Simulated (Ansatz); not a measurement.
`[O]=[Mo]([F])([F])([F])[Cl]`, relaxed with RKS PBE0-D4/def2-TZVP in the Gaussian-basis code of Ansatz from a PBE-D4/def2-SVP geometry. The force threshold is 0.005 eV/Å; the program also tests the step.

The species carries charge 0 and has multiplicity 1. Mo: def2 effective core potential.

Start:

```xyz
6

O    -0.802   -1.301   -0.798
Mo   -0.064   -0.050    0.016
F    -1.016    1.439   -0.556
F    -0.972    0.192    1.617
F     1.203   -0.920    1.058
Cl    1.652    0.640   -1.336
```

```json
{"step": "1", "energy (eV)": "-24572.6671", "largest force (eV/Å)": "1.513", "largest move (Å)": "0.000"}
{"step": "2", "energy (eV)": "-24572.7243", "largest force (eV/Å)": "0.249", "largest move (Å)": "0.052"}
{"step": "3", "energy (eV)": "-24572.7268", "largest force (eV/Å)": "0.060", "largest move (Å)": "0.016"}
{"step": "4", "energy (eV)": "-24572.7269", "largest force (eV/Å)": "0.015", "largest move (Å)": "0.003"}
{"step": "5", "energy (eV)": "-24572.7269", "largest force (eV/Å)": "0.002", "largest move (Å)": "0.001"}
```

End:

```xyz
6

O    -0.794   -1.289   -0.792
Mo   -0.068   -0.057    0.010
F    -1.002    1.422   -0.550
F    -0.954    0.197    1.599
F     1.190   -0.907    1.044
Cl    1.627    0.634   -1.310
```

Run time 25 s (4 threads of a server CPU on a shared host); peak host memory 0.56 GiB.
